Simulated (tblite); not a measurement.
Compound: C6H15BSi.
Numbering: `[BH2:1]/[C:2](=[CH:3]/[CH3:4])[C:5]([CH3:6])([CH3:7])[SiH3:8]` (hydrogens: H9, H10 on B1; H11 on C3; H12, H13, H14 on C4; H15, H16, H17 on C6; H18, H19, H20 on C7; H21, H22, H23 on Si8)

Computed with GFN2-xTB (tblite), gas phase: L-BFGS steps from a force-field or distance-geometry start until the largest atomic force falls under 0.01 eV/Å.

Step 86: E = -636.9954 eV
```
atom  x, y, z in Å  |  force x, y, z in eV/Å
B1      0.5224    2.2335    0.3619   -0.030   0.013  -0.038
C2      0.6416    0.7278   -0.0468   -0.007   0.031   0.046
C3      1.8451    0.2059   -0.2885    0.039  -0.020  -0.087
C4      2.2219   -1.2085   -0.6310    0.021  -0.003   0.102
C5     -0.6840   -0.0059   -0.0090    0.069   0.020  -0.052
C6     -1.7705    0.9731   -0.4687   -0.011   0.012  -0.007
C7     -0.7968   -1.2257   -0.9263    0.032  -0.021  -0.008
Si8    -0.9423   -0.5284    1.8212   -0.068  -0.006  -0.029
H9      0.6062    3.0703   -0.4529    0.071   0.029   0.020
H10     0.3890    2.5423    1.4878   -0.043  -0.068  -0.080
H11     2.6920    0.8820   -0.2157   -0.040  -0.015  -0.069
H12     1.8222   -1.5043   -1.6005    0.044   0.007   0.054
H13     3.3040   -1.3034   -0.6735    0.033   0.016   0.002
H14     1.8553   -1.9069    0.1239    0.016   0.029  -0.049
H15    -1.7342    1.9015    0.0989    0.000   0.017   0.051
H16    -1.6282    1.2178   -1.5223    0.008   0.024   0.016
H17    -2.7593    0.5314   -0.3613   -0.064   0.023   0.049
H18    -0.4822   -0.9658   -1.9361   -0.049  -0.027  -0.025
H19    -1.8403   -1.5453   -0.9614    0.092   0.005  -0.034
H20    -0.2022   -2.0654   -0.5810   -0.073   0.006  -0.011
H21    -1.7533   -1.7480    1.8063   -0.004  -0.046   0.077
H22     0.3637   -0.7579    2.4375   -0.037  -0.069   0.033
H23    -1.6748    0.5067    2.5476    0.002   0.041   0.038
```

Step 87: E = -636.9979 eV
```
atom  x, y, z in Å  |  force x, y, z in eV/Å
B1      0.5200    2.2359    0.3547   -0.015   0.031  -0.077
C2      0.6410    0.7299   -0.0513    0.001   0.017   0.061
C3      1.8436    0.2049   -0.2926    0.004   0.028  -0.052
C4      2.2186   -1.2114   -0.6220    0.016   0.014   0.038
C5     -0.6831   -0.0047   -0.0107    0.044   0.004   0.011
C6     -1.7716    0.9760   -0.4624   -0.009   0.003   0.006
C7     -0.7992   -1.2217   -0.9315    0.026   0.034  -0.025
Si8    -0.9325   -0.5355    1.8209   -0.056  -0.041  -0.058
H9      0.6237    3.0674   -0.4651    0.065   0.023   0.052
H10     0.3670    2.5517    1.4765   -0.039  -0.080  -0.092
H11     2.6900    0.8795   -0.2180   -0.003   0.011  -0.080
H12     1.8260   -1.5116   -1.5939    0.055   0.004   0.072
H13     3.3007   -1.3084   -0.6537    0.038   0.001   0.001
H14     1.8409   -1.8996    0.1340    0.008  -0.024  -0.017
H15    -1.7313    1.9054    0.1040    0.003   0.003   0.048
H16    -1.6335    1.2186   -1.5160    0.006   0.040  -0.015
H17    -2.7606    0.5360   -0.3506   -0.067   0.020   0.056
H18    -0.4793   -0.9579   -1.9387   -0.052  -0.034  -0.036
H19    -1.8446   -1.5333   -0.9716    0.088  -0.011  -0.035
H20    -0.2100   -2.0647   -0.5883   -0.060  -0.021   0.000
H21    -1.7320   -1.7657    1.8026    0.024  -0.009   0.079
H22     0.3788   -0.7533    2.4361   -0.079  -0.060   0.015
H23    -1.6775    0.4896    2.5475    0.001   0.047   0.049
```

Step 88: E = -637.0018 eV
```
atom  x, y, z in Å  |  force x, y, z in eV/Å
B1      0.5161    2.2417    0.3427    0.007   0.042  -0.076
C2      0.6428    0.7344   -0.0552   -0.028   0.010   0.048
C3      1.8432    0.2055   -0.2988   -0.011   0.058   0.004
C4      2.2136   -1.2151   -0.6061    0.024   0.036  -0.003
C5     -0.6786   -0.0028   -0.0128   -0.026  -0.023   0.071
C6     -1.7726    0.9791   -0.4520   -0.015  -0.015   0.012
C7     -0.8027   -1.2145   -0.9407    0.029   0.066  -0.008
Si8    -0.9173   -0.5472    1.8182   -0.073  -0.067  -0.076
H9      0.6536    3.0639   -0.4823    0.056   0.030   0.079
H10     0.3285    2.5687    1.4581   -0.024  -0.104  -0.139
H11     2.6894    0.8768   -0.2250    0.052   0.052  -0.091
H12     1.8315   -1.5209   -1.5793    0.045  -0.017   0.034
H13     3.2954   -1.3196   -0.6233    0.030  -0.008   0.012
H14     1.8171   -1.8889    0.1503    0.007  -0.071   0.022
H15    -1.7268    1.9101    0.1123    0.009  -0.015   0.038
H16    -1.6435    1.2187   -1.5072   -0.005   0.053  -0.022
H17    -2.7620    0.5402   -0.3297   -0.034   0.030   0.052
H18    -0.4776   -0.9465   -1.9438   -0.027  -0.035  -0.072
H19    -1.8511   -1.5123   -0.9881    0.067  -0.026  -0.025
H20    -0.2260   -2.0673   -0.6010   -0.047  -0.018  -0.003
H21    -1.6967   -1.7939    1.7964    0.052   0.041   0.079
H22     0.3986   -0.7480    2.4317   -0.094  -0.055   0.011
H23    -1.6796    0.4649    2.5458    0.006   0.036   0.053
```

Step 89: E = -637.0072 eV
```
atom  x, y, z in Å  |  force x, y, z in eV/Å
B1      0.5153    2.2460    0.3301    0.057   0.021  -0.131
C2      0.6405    0.7380   -0.0588   -0.018  -0.032   0.010
C3      1.8395    0.2060   -0.3073   -0.062   0.133   0.076
C4      2.2118   -1.2151   -0.5944    0.023   0.051  -0.118
C5     -0.6780   -0.0012   -0.0141   -0.102  -0.034   0.149
C6     -1.7768    0.9816   -0.4433   -0.011  -0.017   0.038
C7     -0.8035   -1.2091   -0.9463    0.014   0.120  -0.039
Si8    -0.9122   -0.5583    1.8168   -0.010  -0.071  -0.092
H9      0.6902    3.0606   -0.4947    0.044   0.049   0.076
H10     0.3035    2.5783    1.4359   -0.040  -0.080  -0.067
H11     2.6843    0.8758   -0.2337    0.109   0.106  -0.105
H12     1.8398   -1.5288   -1.5685    0.041  -0.029   0.004
H13     3.2927   -1.3193   -0.6003    0.060  -0.025   0.023
H14     1.8033   -1.8783    0.1590   -0.024  -0.158   0.123
H15    -1.7290    1.9131    0.1219    0.016  -0.045   0.024
H16    -1.6511    1.2224   -1.4978   -0.020   0.060  -0.046
H17    -2.7668    0.5437   -0.3156   -0.004   0.031   0.042
H18    -0.4686   -0.9419   -1.9462   -0.007  -0.032  -0.075
H19    -1.8526   -1.4962   -1.0058    0.011  -0.041  -0.017
H20    -0.2414   -2.0676   -0.6028    0.007  -0.064   0.006
H21    -1.6764   -1.8150    1.7984    0.047   0.058   0.066
H22     0.4078   -0.7548    2.4286   -0.125  -0.042  -0.007
H23    -1.6771    0.4471    2.5489   -0.006   0.041   0.060
```

Q: Estimate the geometry and energy of step 90. (The exact step hangs on the optimiser's Hessian estimate; all steps are aligned on step 89, rigid shifts and turns removed.)

A: E = -637.0149 eV, largest force 0.227 eV/Å
```
atom  x, y, z in Å  |  force x, y, z in eV/Å
B1      0.5112    2.2578    0.2975    0.100   0.104  -0.063
C2      0.6373    0.7466   -0.0660   -0.058  -0.028  -0.024
C3      1.8344    0.2110   -0.3172   -0.017   0.087   0.131
C4      2.2018   -1.2186   -0.5633    0.040   0.035  -0.099
C5     -0.6765    0.0019   -0.0127   -0.180  -0.039   0.132
C6     -1.7829    0.9877   -0.4218   -0.027  -0.010   0.031
C7     -0.8088   -1.1922   -0.9630    0.000   0.072  -0.035
Si8    -0.8903   -0.5853    1.8110    0.005  -0.030  -0.050
H9      0.7684    3.0561   -0.5265    0.004   0.017   0.156
H10     0.2261    2.6090    1.3867    0.013  -0.108  -0.187
H11     2.6813    0.8775   -0.2548    0.129   0.138  -0.124
H12     1.8524   -1.5461   -1.5401    0.034  -0.045  -0.037
H13     3.2824   -1.3378   -0.5375    0.004  -0.003   0.030
H14     1.7612   -1.8626    0.1892   -0.016  -0.142   0.120
H15    -1.7244    1.9223    0.1396    0.013  -0.100  -0.005
H16    -1.6694    1.2260   -1.4800   -0.058   0.049   0.003
H17    -2.7743    0.5538   -0.2750    0.065   0.047   0.010
H18    -0.4556   -0.9235   -1.9565    0.018  -0.020  -0.051
H19    -1.8618   -1.4586   -1.0447   -0.009  -0.035  -0.003
H20    -0.2749   -2.0697   -0.6194    0.031  -0.032  -0.020
H21    -1.6080   -1.8696    1.7885    0.028   0.081   0.058
H22     0.4383   -0.7550    2.4146   -0.128  -0.034  -0.006
H23    -1.6727    0.3964    2.5615    0.008  -0.004   0.032
```

The energy changes by -0.0077 eV. The first-order estimate −F·Δx gives -0.0123 eV and the mean of the old and new forces, exact on a quadratic surface, -0.0072 eV. The step makes an angle of 84° with the force vector and moves no atom by more than 0.097 Å.

What follows is the cost of the whole relaxation. On one thread, Intel Xeon at 2.50 GHz (x86_64), shared host with 64 logical CPUs at a one-minute load of 64, this took 5.5 s.
